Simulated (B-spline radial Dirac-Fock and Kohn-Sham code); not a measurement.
Pd⁶⁺: input and output of one calculation

ΔSCF core binding energies without Breit or QED terms, calculated with a radial B-spline solver. Keys: rel is the Hamiltonian (dirac, or spin-free x2c and nr, where L3 and M5 stand for the whole 2p and 3d shells), method is hf or an exchange,correlation pair (spin-unpolarised, also for the hole states), nuc the nuclear model, radius_factor scales its radius, rmax is the box in bohr, h the logarithmic mesh step, order the B-spline order, points the quadrature points per cell, c_factor scales the speed of light, and damp, ndamp, maxit and tol steer the iteration. The run stops when the commutator error falls below 10·tol·max(1, Z/10), or the numerical noise floor, and the energy has settled to about 1e-8 Ha; the virial ratio is −V/T.

Input (task.json):

```json
{"items": [{"Z": 46, "q": 6, "cfg": [[1, 0, 2], [2, 0, 2], [2, 1, 6], [3, 0, 2], [3, 1, 6], [3, 2, 10], [4, 0, 2], [4, 1, 6], [4, 2, 4]], "A": 106, "rrms": 4.5318, "do": "settings", "holes": ["K", "L3", "M5"],
  "settings": [{"rel": "dirac", "method": "hf", "nuc": "fermi", "radius_factor": 1.0, "rmax": 45.0, "h": 0.3, "order": 8, "points": 10, "c_factor": 1.0, "maxit": 83, "damp": 0.5, "ndamp": 3, "tol": 1e-14}]}]}
```

Command: `python xray2_run.py task.json out`

Ground-state iterations:

```
iter   energy (Ha)        error
   1    -5024.92561976  1.64e+00
   2    -5033.81494239  3.54e-01
   3    -5035.05833267  9.25e-02
   4    -5035.17735237  3.24e-02
   5    -5035.18948486  1.39e-02
   6    -5035.19123686  1.60e-03
   7    -5035.19125539  1.08e-04
   8    -5035.19125548  9.87e-06
   9    -5035.19125548  5.38e-07
  10    -5035.19125548  3.59e-08
```

The ground state converged in 10 iterations, with total energy -5035.19126 Ha, virial ratio 1.95714 and highest orbital energy -100.30 eV. ΔSCF binding energies: K (1s) 24538.0 eV, L3 (2p3/2) 3295.3 eV, M5 (3d5/2) 448.5 eV.

One setting is outside the advised range (tolerance below the noise), but here it does no visible harm: the result matches the run with default settings.
